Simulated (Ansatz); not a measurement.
Basis-set series for C2H3BClF (`F[C@H]1B[C@@H]1Cl`). Total charge 0; spin multiplicity 1. The geometry is a stationary point of PBE0-D4/def2-TZVP.

| functional | basis | functions | energy (Eh) | HOMO (eV) | LUMO (eV) |
| --- | --- | --- | --- | --- | --- |
| PBE0-D4 | def2-SVP | 89 | -662.15304 | -7.67 | -2.45 |
| PBE0-D4 | def2-TZVPP | 208 | -662.54705 | -7.81 | -2.57 |
| ωB97M-V | def2-SVP | 89 | -662.42555 | -9.89 | -0.31 |
| ωB97M-V | def2-TZVPP | 208 | -662.82522 | -10.05 | -0.50 |

Q: Give the rows for def2-QZVPP. (Estimate.)

A: Ansatz gave: 
```tsv
functional	basis	functions	energy (Eh)	HOMO (eV)	LUMO (eV)
PBE0-D4	def2-QZVPP	388	-662.57159	-7.86	-2.60
ωB97M-V	def2-QZVPP	388	-662.84844	-10.10	-0.57
```
